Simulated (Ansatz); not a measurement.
Ansatz (a quantum-chemistry and plane-wave program) input (wB97X-V/def2-TZVPD):

Ansatz 0.2 input:
```yaml
crystal:
  periodic: [false, false, false]
  atoms:
    - {symbol: Si, position_ang: [0.94951313, -0.77843194, -0.19166381]}
    - {symbol: F, position_ang: [2.08508578, 0.03224670, 0.60805698]}
    - {symbol: N, position_ang: [-0.34664848, 0.22209456, -0.68307765]}
    - {symbol: Si, position_ang: [-1.77847588, 0.65594424, 0.20082273]}
    - {symbol: H, position_ang: [0.43879553, -1.80149154, 0.73649390]}
    - {symbol: H, position_ang: [1.61362142, -1.33777200, -1.38419790]}
    - {symbol: H, position_ang: [-0.21487297, 0.69926603, -1.56568574]}
    - {symbol: H, position_ang: [-2.99651456, 0.36125589, -0.59058364]}
    - {symbol: H, position_ang: [-1.80042243, 2.09779915, 0.54418777]}
    - {symbol: H, position_ang: [-1.77436139, -0.14911182, 1.44059154]}
basis:
  gaussian:
    orbitals: def2-TZVPD
hamiltonian:
  xc: {name: wB97X-V}
total_charge: 1
magnetization: {spin_polarized: true, initial_magnetization: 1}
```

Output:

```
Functional definition: wB97X-V
integrals: 0.21 GiB planned
1250 factors; their error is unknown
integrals: 0.24 GiB planned
447 factors; integrals over basis functions are off by at most 1.9e-5 eV
mean field: 2.55 GiB planned
mean field evaluation 1: about -20037.9991 eV, gradient 5.9e1 eV
mean field evaluation 2: about -20031.0341 eV, gradient 7.4e1 eV
mean field evaluation 4: about -20050.9774 eV, gradient 3.8e0 eV
mean field evaluation 8: about -20051.1777 eV, gradient 1.8e-1 eV
mean field evaluation 16: about -20051.1932 eV, gradient 1.9e-3 eV
mean field -20051.19318109 eV, -736.8677582181 hartree, gradient 3.6e-5 eV, S^2 0.758168; 0 other end points of the search recorded, 0 dependent functions left out
reference -20051.19317852 eV, -736.8677581238 hartree; 25, 24 occupied and 192, 193 virtual orbitals, 1250 factors
Total energy: -20051.19317852 eV, -736.8677581238 hartree
```

This state (charge 1, doublet) is run at the relaxed geometry of the species with charge 0 and multiplicity 1.
